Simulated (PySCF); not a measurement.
**Correlation energy of S⁺ (sulfur, charge +1)**

[Ne] 3s2 3p3, high-spin 4S determinant. Calculation: PySCF 2.14, in aug-cc-pVDZ-DK; the spin-free X2C one-electron Hamiltonian (Gaussian nucleus). Frozen: [Ne]; 5 electrons correlated.

MP2 pair energies summed by pair of shells (mhartree):

| pair | energy | share (%) |
| --- | --- | --- |
| 3s-3p | -45.00 | 64.6 |
| 3p-3p | -16.92 | 24.3 |
| 3s-3s | -7.71 | 11.1 |

Total MP2 correlation energy: -69.63 mhartree.

Same-spin part -18.94 and opposite-spin part -50.69 mhartree; SCS-MP2 scales them by 1/3 and 6/5 to -67.14 mhartree.

```csv
level,correlation energy (mhartree)
CCSD,-88.29
(T),-1.17
CCSD(T),-89.46
```

Diagnostics: T1 = 0.0018, D1 = 0.0050, largest double amplitude 0.052.

Cost of the coupled-cluster step: 0.13 s of wall time on 1 thread of Neoverse-V2 (shared host), for 5 correlated electrons.
